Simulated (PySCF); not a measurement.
## Predicted spectroscopic data

- GFN2-xTB geometry
- PBE0/pcSseg-1 with gauge-including orbitals
- code: PySCF
- single conformer, fast rotation and ring inversion assumed for equivalent nuclei, no solvent model, non-relativistic

Scale: 1H (σref 31.72), 13C (σref 186.93) against TMS (reference shieldings calculated alike). Splittings of carbon signals by F and P are missing where no couplings were computed. Where no couplings were computed, multiplicities follow the n + 1 count of equivalent neighbours, and m marks all less simple cases (inequivalent or close neighbours, rings, F or P nearby). Shifts are as computed. Against solution values, carbons near 30 ppm lie about +3 ppm off and those near 130 ppm about +5 ppm. Of 1211 compounds with measured shifts, 218 miss one by over three times the rms of a fit or turn the order of signals round; such compounds aren't used in these exercises.

**1.** `FC(F)(F)CC1=CC=C[SiH2]1`, C$_{6}$H$_{7}$F$_{3}$Si. 1H NMR (500 MHz, computed): δ 7.26 (m, 1H), 7.06 (d, 1H), 6.32 (m, 1H), 4.67 (m, 2H), 3.24 (m, 2H). 13C{1H} NMR (computed): δ 155.8, 155.0, 143.3, 136.7, 135.3, 44.6.

**2.** SMILES FC(C1=CC(C)=C[SiH2]1)(F)F, C$_{6}$H$_{7}$F$_{3}$Si. 1H NMR (500 MHz, computed): δ 7.31 (m, 1H), 6.06 (t, 1H), 4.78 (m, 2H), 2.28 (s, 3H). 13C{1H} NMR (computed): δ 166.2, 157.4, 141.7, 134.5, 131.7, 25.0.

**3.** `CC#C[SiH2][Si@@H](C)[SiH3]`, C$_{4}$H$_{12}$Si$_{3}$. 1H NMR (500 MHz, computed): δ 4.45 (m, 1H), 4.36 (m, 1H), 3.94 (m, 1H), 3.50 (d, 3H), 2.09 (s, 3H), 0.35 (d, 3H). 13C{1H} NMR (computed): δ 116.3, 78.7, 6.3, -8.2.
